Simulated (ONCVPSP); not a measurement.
# Before and after: ONCV potential for Sn

* Element: Sn
* Generator: ONCVPSP 4.0.1
* Type: optimised norm-conserving Vanderbilt (ONCV)
* Functional: BLYP
* Relativity: scalar-relativistic
* Frozen core: [Kr]
* Valence charge: 14
* Reference configuration: 4d10 5s2 5p2
* Partial waves: 5s: rc 1.80 bohr, ncon 3, nbas 7, qcut 2.9 1/bohr, 1 projector; 5p: rc 2.70 bohr, ncon 3, nbas 6, qcut 2.6 1/bohr, 2 projectors, debl 3 Ha; 4d: rc 1.45 bohr, ncon 4, nbas 8, qcut 9.2 1/bohr, 1 projector
* Local potential: polynomial inside 1.15 bohr (lpopt 5, dvloc0 2 Ha)
* Core correction: none

Change: s: qcut 2.2; p: qcut 2; d: qcut 7.

Cutoffs: the cutoffs (Ha) at which the residual kinetic energy of the hardest occupied pseudo-wave falls to 1 and 0.1 mHa per electron; they do not see the model core or the augmentation charge, which bear on the density cutoff. Errors are all-electron minus pseudo energies relative to the spin-unpolarised reference configuration.

Problem. How do hardness, ghosts and transferability respond?

Solution. The potential gets harder (36 Ha and 41 Ha → 96 Ha and 116 Ha); both files keep a bound ghost (s); of the 4 tests that both files solve, the error grows in 0 and shrinks in 2 by more than 15 % and 0.3 meV (median size 9.7 → 8.7 meV).

```tsv
quantity	base	changed
cutoff, loose	36 Ha	96 Ha
cutoff, tight	41 Ha	116 Ha
loose cutoff by channel	s 14 Ha, p 1.9 Ha, d 36 Ha	s 35 Ha, p 1.9 Ha, d 96 Ha
bound ghosts	s	s
GHOST(+) flags under 300 eV	p at 49.2 eV	p at 48.4 eV
error for 4d10 5s2 5p1, meV [ΔE 6.80 eV]	-1.0	-1.1
error for 4d10 5s2 5p0, meV [ΔE 20.78 eV]	-10	-11
error for 4d10 5s1 5p0, meV [ΔE 51.87 eV]	-8.9	-6.7
error for 4d9 5s2 5p3, meV [ΔE 24.36 eV]	-94	-54
s: phases at 1.82 bohr within 0.05 rad from the reference energy up to (Ha; the scan ends near 5)	1.3	1.2
p: phases at 2.74 bohr within 0.05 rad from the reference energy up to (Ha; the scan ends near 5)	1.5	1.4
d: phases at 1.47 bohr within 0.05 rad from the reference energy up to (Ha; the scan ends near 5)	2.9	2.2
```

 A true bound ghost makes a file unfit for plane-wave use even where its test errors are small: the radial tests pick states by their node count and pass the ghost by.
